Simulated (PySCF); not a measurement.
**Gas-phase XPS of `C[Se](C)=O`, computed**

Compound: C₂H₆OSe.
SMILES with atom numbers: `[CH3:1][Se:2]([CH3:3])=[O:4]`

Cartesian coordinates in Å at the PBE0-D3(BJ)/def2-SVP level; atoms count from 1:
```xyz
10
C2H6OSe angstrom
C     -1.393    0.183   -0.358
Se    -0.061   -1.133    0.194
C      1.448    0.076   -0.075
O     -0.226   -1.210    1.824
H     -2.378   -0.284   -0.230
H     -1.242    0.476   -1.406
H     -1.301    1.044    0.319
H      1.287    0.949    0.572
H      2.351   -0.461    0.247
H      1.532    0.367   -1.132
```

The calculation used delta-SCF UKS SCAN, pcX-2 on the ionised atom, pcseg-1 elsewhere, spin-free X2C (PySCF 2.14.0). Binding energies are ΔSCF values: E(core-ionised, relaxed orbitals) − E(ground state) at a fixed geometry, referred to the vacuum level.

Question: List the computed XPS lines with their assignment.

Answer: 
```tsv
atom(s)	bonded to	level	binding energy (eV)	count
C1/C3	Se and 3 H	C 1s	291.01	2
O4	Se (double bond)	O 1s	535.83	1
```

Question: Which effective nuclear charge Zeff reproduces each element's mean 1s value in the hydrogen-like formula E = 13.606 eV × Zeff²?

Answer: C (Z = 6): mean 291.0 eV, Zeff = 4.62, Z − Zeff = 1.38; O (Z = 8): mean 535.8 eV, Zeff = 6.28, Z − Zeff = 1.72. Means run over the listed sites, weighted by atom count.

Atoms equivalent by their bonding share one computed value, that of the first of them. No level of selenium is listed. Geometry: PBE0-D3(BJ)/def2-SVP; no solvent, vibrations or thermal averaging.

Hardware: one thread of an x86-64 server, on a shared host. Cost: 11 s.
